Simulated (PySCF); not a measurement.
Radial density of Pb⁺ (lead, charge +1)

r2SCAN, [Xe] 4f14 5d10 6s1 6p1 7s1, high-spin 4P determinant (an excited configuration). All numbers are calculated (PySCF 2.14, scalar relativity by spin-free X2C-1e, in aug-cc-pwCVTZ-DK3 (11s10p8d5f1g, 125 functions)).

| r (bohr) | 4πr²ρ (e/bohr) | 4πr²(ρα − ρβ) |
| --- | --- | --- |
| 0.0157 | 105.7 | 0.0051 |
| 0.0265 | 108.9 | 0.0145 |
| 0.0445 | 153.5 | 0.0251 |
| 0.0749 | 127.0 | -0.0148 |
| 0.126 | 142.9 | 0.0458 |
| 0.212 | 92.53 | 0.0015 |
| 0.356 | 97.74 | 0.0435 |
| 0.599 | 39.30 | 0.1884 |
| 1.01 | 21.68 | -0.1119 |
| 1.70 | 6.020 | 0.9491 |
| 2.85 | 0.9511 | 0.7262 |
| 4.80 | 0.3302 | 0.3295 |
| 8.07 | 0.06164 | 0.0616 |
| 13.6 | 0.0002085 | 0.0002 |

Densities and radii are taken from the X2C orbitals without a picture-change correction, which distorts them close to the nucleus.

Spin-orbit coupling, absent here, splits the open shell strongly. The outer electron is Rydberg-like, and this basis confines it to a smaller radius and binds it less than a complete one would.

(1) Where is the radial spin density 4πr²(ρα − ρβ) most negative, and why is it negative at all?

Answers

(1) Around r = 1.01 bohr, down to -0.1119 e/bohr: exchange with the open shell polarises the paired shells in an unrestricted calculation.
